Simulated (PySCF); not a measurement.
Löwdin shares of the frontier orbitals

Compound: CH5F3P4Si.
Cartesian coordinates in Å at the GFN2-xTB level; atoms count from 1:
```xyz
14
CH5F3P4Si angstrom
F     -2.979   -0.146   -1.680
C     -2.504    0.119   -0.458
F     -1.809    1.267   -0.558
F     -3.551    0.377    0.330
P     -1.514   -1.336    0.215
P     -0.268   -0.201    1.615
P      1.421   -1.193    0.576
Si     2.652    0.645    0.090
P      0.154   -1.354   -1.256
H     -0.399   -1.154    2.631
H      3.442    0.880    1.296
H      1.792    1.794   -0.219
H      3.465    0.280   -1.071
H      0.096    0.022   -1.534
```

Method: PySCF, TDDFT wB97X-D/def2-SVPD, vertical, gas phase, core orbitals frozen in the response.

Frontier orbitals with the atoms that hold most of them (Löwdin shares over 4%, at most four atoms; ? is withheld):

| orbital | ε (eV) | atoms |
| --- | --- | --- |
| HOMO-3 | -10.82 | P7 25%, P6 18%, Si8 14%, P5 13% |
| HOMO-2 | -9.81 | P9 38%, P5 17%, P7 16%, P6 11% |
| HOMO-1 | -9.35 | P7 34%, P5 28%, P9 13%, P6 11% |
| HOMO | ? | ? |
| LUMO | -0.12 | ? |
| LUMO+1 | 0.03 | P7 23%, P5 21%, P6 17%, P9 17% |
| LUMO+2 | 0.80 | P7 23%, Si8 16%, P9 16%, P5 15% |

(1) Give the leading atoms of the HOMO.

(2) Give the leading atoms of the LUMO.

(3) What is the HOMO energy, and the HOMO–LUMO gap?

Answers

(1) P6 (bonded to 2 P and H) 30%; P7 (bonded to 2 P and Si) 25%; P9 (bonded to 2 P and H) 18%; P5 (bonded to C and 2 P) 11%.

(2) P9 (bonded to 2 P and H) 23%; P6 (bonded to 2 P and H) 20%; P5 (bonded to C and 2 P) 20%; P7 (bonded to 2 P and Si) 15%.

(3) ε(HOMO) = -8.60 eV; the gap is 8.48 eV (0.3118 hartree).

**Question.** How does S1 compare with the orbital gap of 8.48 eV?

**Answer.** S1 is at 4.07 eV (f = 0.0062), 4.42 eV below the gap, made of HOMO→LUMO (97%). Without the coupling terms of the response equations the lowest excitation would equal the gap.

**Question.** Give energy, strength and leading configuration of S1, S2, S3, S4 and S7, and follow the Löwdin shares of the leading atoms from the occupied to the empty orbital.

**Answer.** 
- S1 (4.07 eV, f 0.0062), HOMO→LUMO (97%): P6 30% → 20%, P7 25% → 15%, P9 18% → 23%
- S2 (4.25 eV, f 0.0053), HOMO→LUMO+1 (95%): P6 30% → 17%, P7 25% → 23%, P5 11% → 21%
- S3 (4.80 eV, f 0.0011), HOMO-1→LUMO+1 (96%): P7 34% → 23%, P5 28% → 21%
- S4 (4.95 eV, f 0.0043), HOMO-1→LUMO (89%): P7 34% → 15%, P5 28% → 20%, P9 13% → 23%, P6 11% → 20%
- S7 (5.43 eV, f 0.018), HOMO-2→LUMO+1 (85%): P9 38% → 17%, P5 17% → 21%, P7 16% → 23%

Löwdin shares depend on the basis, the more so with diffuse functions.

One conformer stands for the species.
